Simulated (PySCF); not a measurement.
## Interval between two levels of Ir by level of theory

Ir [Xe] 4f14 5d7 6s2 [4F9/2, M_J = 9/2] → Ir [Xe] 4f14 5d8 6s1 [4F9/2, M_J = 9/2], as a difference of total energies. All numbers are calculated (PySCF 2.14, the two-component X2C-1e Hamiltonian, in x2c-TZVPall-2c (11s11p10d2f, 108 functions)). Correlated levels: [Kr] 4d10 4f14 frozen; the 34 highest virtual spinors dropped. "Screened" scales the spin-orbit matrix elements by Boettger's factors to mimic the two-electron term; Breit and QED terms are absent.

```json
{"method": "GHF (screened spin-orbit)", "interval between two levels (cm⁻¹)": "2857.4"}
{"method": "GMP2 (screened spin-orbit)", "interval between two levels (cm⁻¹)": "3752.5"}
```

Errors of the correlated levels include the incompleteness of this basis and the frozen core.

The labels give the starting determinants; with spin-orbit coupling the two ends relaxed to ⟨J²⟩ = 24.77, ⟨L²⟩ = 13.02, ⟨S²⟩ = 3.60 and ⟨J²⟩ = 24.76, ⟨L²⟩ = 12.35, ⟨S²⟩ = 3.84.

For comparison: 2835.0 cm⁻¹ (measured; NIST Handbook of Basic Atomic Spectroscopic Data (Sansonetti and Martin, J. Phys. Chem. Ref. Data 34, 1559 (2005))).
